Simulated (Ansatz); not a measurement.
Start from `[GeH3][SiH2][GeH2][SiH2][GeH2][GeH3]` and change one atom or group to get `[SiH3][GeH2][SiH2][GeH2][GeH3]`.

Ansatz, PBE0-D4/def2-TZVP geometries, multiplicity 1. Each molecule was computed in one conformer, which needn't be the lowest.

Scalar relativity is left out up to krypton.

```json
{"property": "size of the dipole moment (PBE/def2-TZVPP) / D", "`[GeH3][SiH2][GeH2][SiH2][GeH2][GeH3]`": "0.13"}
{"property": "size of the dipole moment (ωB97M-V/def2-TZVPP) / D", "`[GeH3][SiH2][GeH2][SiH2][GeH2][GeH3]`": "0.20"}
{"property": "size of the dipole moment (B3LYP/def2-TZVPP) / D", "`[GeH3][SiH2][GeH2][SiH2][GeH2][GeH3]`": "0.22"}
{"property": "HOMO–LUMO gap (PBE0/def2-TZVPP) / eV", "`[GeH3][SiH2][GeH2][SiH2][GeH2][GeH3]`": "7.26"}
{"property": "HOMO–LUMO gap (B3LYP/def2-TZVPP) / eV", "`[GeH3][SiH2][GeH2][SiH2][GeH2][GeH3]`": "6.88"}
{"property": "HOMO–LUMO gap (ωB97M-V/def2-TZVPP) / eV", "`[GeH3][SiH2][GeH2][SiH2][GeH2][GeH3]`": "10.86"}
```

Q: What does the change do to each property? (Best estimate.)

A: Ansatz gave: 
```tsv
property	`[SiH3][GeH2][SiH2][GeH2][GeH3]`	shift
size of the dipole moment (PBE/def2-TZVPP) / D	0.11	-0.02
size of the dipole moment (ωB97M-V/def2-TZVPP) / D	0.15	-0.05
size of the dipole moment (B3LYP/def2-TZVPP) / D	0.17	-0.05
HOMO–LUMO gap (PBE0/def2-TZVPP) / eV	7.41	0.15
HOMO–LUMO gap (B3LYP/def2-TZVPP) / eV	7.00	0.12
HOMO–LUMO gap (ωB97M-V/def2-TZVPP) / eV	10.98	0.12
```

Dipoles are sizes alone; their direction can turn.

B3LYP here is the variant with VWN-RPA as its local correlation; programs differ in this.
